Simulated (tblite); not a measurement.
C5H10AsNO.
Atom-mapped SMILES: `[NH2:1][C:2](=[O:3])[C@@H:4]1[CH2:5][CH2:6][CH2:7][AsH:8]1` (hydrogens: H9, H10 on N1; H11 on C4; H12, H13 on C5; H14, H15 on C6; H16, H17 on C7; H18 on As8)

Structure used (GFN2-xTB), in Å, numbered top down from 1:
```xyz
18
C5H10AsNO angstrom
N      2.885    0.088    0.692
C      1.578   -0.010    1.020
O      1.176    0.227    2.143
C      0.625   -0.411   -0.070
C     -0.099    0.833   -0.609
C     -1.532    0.456   -0.967
C     -2.124   -0.226    0.258
As    -0.764   -1.542    0.847
H      3.224   -0.131   -0.227
H      3.549    0.336    1.406
H      1.132   -0.949   -0.876
H      0.430    1.254   -1.467
H     -0.126    1.589    0.181
H     -1.524   -0.239   -1.812
H     -2.104    1.340   -1.257
H     -3.086   -0.697    0.049
H     -2.271    0.502    1.061
H     -0.979   -2.412   -0.386
```

Calculated harmonic vibrations of the isolated species, GFN2-xTB (tblite), most abundant isotopes, no scaling. This tight-binding method is rough: wavenumbers can miss measured ones by several per cent, in bad cases by 10 to 20. Modes of hydrogen on arsenic can be 10 to 20 % off. One conformer, not necessarily the lowest.

Harmonic wavenumbers (cm⁻¹): 29.2, 58.1, 146.0, 219.1, 277.9, 291.9, 304.4, 355.7, 467.8, 542.3, 564.9, 571.8, 639.6, 682.3, 692.1, 752.4, 827.1, 892.0, 899.6, 945.8, 991.7, 1017.3, 1041.2, 1070.7, 1093.6, 1136.1, 1143.3, 1209.3, 1236.9, 1246.5, 1315.9, 1321.7, 1336.7, 1446.9, 1456.8, 1478.7, 1489.3, 1720.3, 1804.7, 2909.9, 2935.8, 2942.0, 2954.1, 2957.5, 2963.4, 2967.2, 3461.2, 3541.3.

A = 2234, B = 1166, C = 907.8 MHz; mass 174.998 u (most abundant isotopes); point group C1, symmetry number 1.

**Question.** What is the zero-point energy?

**Answer.** Half the sum of the wavenumbers: 31175 cm⁻¹ = 89.13 kcal/mol.

**Question.** Give the ideal-gas entropy at 350 K and 1 bar in the rigid-rotor, harmonic-oscillator model (classical rotation).

**Answer.** Translation 42.21, rotation 29.78, vibration 30.47: S = 102.5 cal/(mol K).

**Question.** And Cp and H(350 K) − H(0)?

**Answer.** Cp = 41.17 cal/(mol K), of which vibrations give 33.22 (their classical limit is 48 R = 95.4); H(350 K) − H(0) = 8.34 kcal/mol without the zero-point energy, 5.56 from vibrations.

**Question.** What must be added to the electronic energy to get the Gibbs energy at 350 K and 1 bar?

**Answer.** ZPE + [H(350 K) − H(0)] − T·S = 89.13 + 8.34 − 35.86 = 61.61 kcal/mol.

**Question.** Which modes carry the vibrational entropy at 350 K?

**Answer.** 29.2 cm⁻¹: 6.20; 58.1 cm⁻¹: 4.84; 146.0 cm⁻¹: 3.03; 219.1 cm⁻¹: 2.26; 277.9 cm⁻¹: 1.83; 291.9 cm⁻¹: 1.74 cal/(mol K); the other 42 give 10.57 together.

Hindered rotation and anharmonicity are outside this model. Other conformers, if any are populated, would add a mixing term that is left out. The structure is chiral; the term R ln 2 for an equal mix with its mirror image is left out.
